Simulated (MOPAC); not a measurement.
MOPAC input (MNDO):

```
MNDO PRECISE GNORM=0.05 LET XYZ CHARGE=1 GEO-OK AUX(PRECISION=9) THREADS=1
HOSi

O    -0.00000000 1   -0.00000000 1   -1.03556991 1
Si    0.00000000 1    0.00000000 1    0.45356387 1
H     0.00000000 1    0.00000000 1    1.93466511 1
```

Output:

```
 *******************************************************************************
 **                                                                           **
 **                              MOPAC v23.2.5                                **
 **                                                                           **
 *******************************************************************************
 ** MOPAC's Digital Object Identifier: https://doi.org/10.5281/zenodo.6511958 **
 **                                                                           **
 ** Please cite the open-source release paper for use of this MOPAC version:  **
 ** J. E. Moussa and J. J. P. Stewart (2026)                                  **
 ** MOPAC: An open-source semiempirical molecular orbital program             **
 ** J. Open Source Softw., 11(119), 8025, https://doi.org/10.21105/joss.08025 **
 *******************************************************************************

                              MNDO CALCULATION RESULTS

 *******************************************************************************
 *  MNDO       - The MNDO Hamiltonian to be used
 *  GEO-OK     - OVERRIDE INTERATOMIC DISTANCE AND OTHER SAFETY CHECKS
 *
 *
 *
 *                 CHARGE ON SYSTEM = +1
 *
 *
 *
 *  LET        - OVERRIDE SOME SAFETY CHECKS
 *  PRECISE    - TIGHTER CRITERIA TO BE USED
 *  XYZ        - CARTESIAN COORDINATE SYSTEM TO BE USED
 *  GNORM      - EXIT WHEN GRADIENT NORM DROPS BELOW 0.050
 *  AUX        - OUTPUT AUXILIARY INFORMATION
 *******************************************************************************
MNDO PRECISE GNORM=0.05 LET XYZ CHARGE=1 GEO-OK AUX(PRECISION=9) THREADS=1
 HOSi

   ATOM   CHEMICAL          X               Y               Z
  NUMBER   SYMBOL      (ANGSTROMS)     (ANGSTROMS)     (ANGSTROMS)

     1       O         -0.00000000  *  -0.00000000  *  -1.03556991  *
     2      Si          0.00000000  *   0.00000000  *   0.45356387  *
     3       H          0.00000000  *   0.00000000  *   1.93466511  *

          CARTESIAN COORDINATES

    NO.       ATOM           X           Y           Z

     1         O         -0.0000     -0.0000     -1.0356
     2        Si          0.0000      0.0000      0.4536
     3         H          0.0000      0.0000      1.9347

  H: (MNDO): M.J.S. DEWAR, W. THIEL, J. AM. CHEM. SOC., 99, 4899, (1977)
  O: (MNDO): M.J.S. DEWAR, W. THIEL, J. AM. CHEM. SOC., 99, 4899, (1977)
 Si: (MNDO): M.J.S.DEWAR, ET. AL. ORGANOMETALLICS  5, 375 (1986)

           Empirical Formula: H O Si  =     3 atoms

      MOLECULAR POINT GROUP   :   C*v

      RHF CALCULATION, NO. OF DOUBLY OCCUPIED LEVELS = 5

          Geometry optimization using EF

          DIAGONAL MATRIX USED AS START HESSIAN

 CYCLE:     1  GRAD.:    85.796 HEAT:  178.9957
 CYCLE:     2  GRAD.:   623.562 HEAT:  211.6171
 CYCLE:     3  GRAD.:   129.775 HEAT:  180.1061
 CYCLE:     4  GRAD.:    55.246 HEAT:  176.4581
 CYCLE:     5  GRAD.:     8.433 HEAT:  174.7871
 CYCLE:     6  GRAD.:     1.363 HEAT:  174.7303
 CYCLE:     7  GRAD.:     0.091 HEAT:  174.7297
 CYCLE:     8  GRAD.:     0.010 HEAT:  174.7297

     GRADIENT =  0.00976 IS LESS THAN CUTOFF =  0.05000

 -------------------------------------------------------------------------------
 MNDO PRECISE GNORM=0.05 LET XYZ CHARGE=1 GEO-OK AUX(PRECISION=9) THREADS=1
 HOSi

     GEOMETRY OPTIMISED USING EIGENVECTOR FOLLOWING (EF).
     SCF FIELD WAS ACHIEVED

                              MNDO CALCULATION
                                                       MOPAC v23.2.5 Linux

          FINAL HEAT OF FORMATION =        174.72971 KCAL/MOL =     731.06909 KJ/MOL

          COSMO AREA              =         81.09 SQUARE ANGSTROMS
          COSMO VOLUME            =         67.37 CUBIC ANGSTROMS

          GRADIENT NORM           =          0.00976          =       0.00564 PER ATOM
          IONIZATION POTENTIAL    =         18.866252 EV
          HOMO LUMO ENERGIES (EV) =        -18.866 -6.752
          NO. OF FILLED LEVELS    =          5
          MOLECULAR WEIGHT        =         45.0928         POINT GROUP:  C*v

          MOLECULAR DIMENSIONS (Angstroms)

            Atom       Atom       Distance
            H     3    O     1     2.80947
           Si     2    O     1     0.00000
            O     1    H     3     0.00000

          SCF CALCULATIONS        =          9

   ATOM   CHEMICAL          X               Y               Z
  NUMBER   SYMBOL      (ANGSTROMS)     (ANGSTROMS)     (ANGSTROMS)

     1       O          0.00000000  *  -0.00000000  *  -0.99515420  *
     2      Si         -0.00000000  *   0.00000000  *   0.44585859  *
     3       H         -0.00000000  *  -0.00000000  *   1.81431448  *

                             CARTESIAN COORDINATES

   1    O        0.000000000    -0.000000000    -0.995154201
   2   Si       -0.000000000     0.000000000     0.445858587
   3    H       -0.000000000    -0.000000000     1.814314482

           Empirical Formula: H O Si  =     3 atoms

      MOLECULAR POINT GROUP   :   C*v

                  EIGENVALUES
 -44.92388 -24.04133 -20.03701 -18.86625 -18.86625  -6.75237  -5.94425  -5.94425
  -1.51447

              NET ATOMIC CHARGES AND DIPOLE CONTRIBUTIONS

  ATOM NO.   TYPE          CHARGE      No. of ELECS.   s-Pop       p-Pop
    1          O          -0.535190        6.5352     1.87894     4.65625
    2         Si           1.456178        2.5438     1.09224     1.45159
    3          H           0.079012        0.9210     0.92099
 DIPOLE           X         Y         Z       TOTAL
 POINT-CHG.    -0.000     0.000     6.533     6.533
 HYBRID         0.000    -0.000    -0.237     0.237
 SUM            0.000    -0.000     6.295     6.295

          ATOMIC ORBITAL ELECTRON POPULATIONS

     Atom    s        px        py        pz
    1  O   1.87894   1.58829   1.58829   1.47967
    2 Si   1.09224   0.41171   0.41171   0.62817
    3  H   0.92099

 **********************
 *                    *
 * JOB ENDED NORMALLY *
 *                    *
 **********************

 == MOPAC DONE ==
```

The dipole moment of an ion depends on the origin.
